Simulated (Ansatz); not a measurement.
**Energy profile**

The step: BH₂ClO₂ ([OH][B]([OH])[Cl]) + H₂ → BH₃O₂ ([OH][BH][OH]) + HCl; bonds formed: B1–H6, Cl2–H5; bonds broken: B1–Cl2, H5–H6 (atoms numbered as in the saddle structure below).

```json
{"atom": "B1", "x (Å)": "-0.1173", "y (Å)": "0.0023", "z (Å)": "-0.2153"}
{"atom": "Cl2", "x (Å)": "1.5070", "y (Å)": "-0.1826", "z (Å)": "1.3211"}
{"atom": "O3", "x (Å)": "0.3667", "y (Å)": "0.3943", "z (Å)": "-1.4152"}
{"atom": "O4", "x (Å)": "-1.1790", "y (Å)": "0.5713", "z (Å)": "0.4148"}
{"atom": "H5", "x (Å)": "0.5732", "y (Å)": "-1.1479", "z (Å)": "0.3704"}
{"atom": "H6", "x (Å)": "-0.1285", "y (Å)": "-1.3544", "z (Å)": "-0.2459"}
{"atom": "H7", "x (Å)": "0.2083", "y (Å)": "1.3268", "z (Å)": "-1.5858"}
{"atom": "H8", "x (Å)": "-1.2305", "y (Å)": "0.3902", "z (Å)": "1.3557"}
```

Electronic energies by CCSD(T) at an estimated basis limit (MP2 extrapolated from triple and quadruple zeta, plus CCSD(T) − MP2 in triple zeta), on PBE0-D4/def2-TZVP structures; BH4ClO2, singlet; no counterpoise correction. Program: Ansatz 0.2.0. Basis: def2-TZVPP and def2-QZVPP. Cores are frozen in the correlated methods. Extrapolation: Hartree–Fock as exp(−7.88 √X), correlation as X^−2.97.

Problem. Give the profile in kcal/mol, counted from the separated reactants. (To be estimated.)

Solution. The calculation gives:
```csv
point,kcal/mol
"separated: BH2ClO2 (linked as [OH][B]([OH])[Cl]; B1, Cl2, O3, O4, H7, H8; singlet) + H2 (H5, H6; singlet)",0.00
start structure,-0.62
saddle,47.25
end structure,9.57
"separated: BH3O2 (linked as [OH][BH][OH]; B1, O3, O4, H6, H7, H8; singlet) + HCl (Cl2, H5; singlet)",14.38
```

No T1 diagnostic of these runs exceeds 0.013.

For scale, one of the runs: CCSD(T)/def2-TZVPP, 191 basis functions, launched by `ansatz run in.yaml --threads 2 --pin off --events-out ev --progress --plain --max-ram 4352MiB`. Time: 53 s of wall clock on 2 CPU threads of an Arm Neoverse V2; the host was shared. Peak host memory: 2.2 GiB.
